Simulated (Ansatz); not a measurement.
The cluster Sn3⁻, relaxed as a quartet with UKS r2SCAN-D4/def2-SVPD in Ansatz, starting from the r2SCAN-D4/def2-SVPD geometry of the charge -1 doublet. Force threshold 0.02 eV/Å.

In the def2 sets Sn takes a core potential; there is no spin–orbit coupling. The charge -1 quartet is spin-contaminated (final ⟨S²⟩ up to 3.91, 3.75 for a pure state). The highest occupied level of the charge -1 quartet lies above zero (up to 0.77 eV). It is a level of α spin, whose loss leaves a triplet; that state wasn't run at this geometry and level. The electron is either unbound and held by the finite basis, or the level is raised by self-interaction error. At r2SCAN-D4/def2-SVPD a doublet of charge -1 lies 0.98 eV below the quartet, each at its own geometry. The structure comes from a short search, and lower isomers may exist.

Start:

```tsv
atom	x (Å)	y (Å)	z (Å)
Sn1	1.666	0.118	0.206
Sn2	-0.784	-1.281	-0.759
Sn3	-0.882	1.163	0.553
```

Task: Estimate the energy that the relaxation releases and the steps that it takes.

Result: 4.1 kJ/mol, in 4 steps; 7 s on 4 threads of AMD EPYC 9R45 on a shared host. No frequencies were taken in this run, so the end may be a saddle point.

Task: Does the start keep its bonding and symmetry?

Result: By distances, no bond broke or formed. The bond that changes most is Sn1–Sn2, from 2.98 to 3.12 Å (atoms count from 1). Point group C2v at the start, C2v at the end, both within 0.05 Å.

Task: Predict the relaxed structure.

Result: 
```xyz
3

Sn    1.726    0.145    0.226
Sn   -0.837   -1.318   -0.784
Sn   -0.890    1.173    0.558
```
Bond lengths (bridged metal pairs left out): 3 × Sn–Sn 2.83 to 3.12 Å.
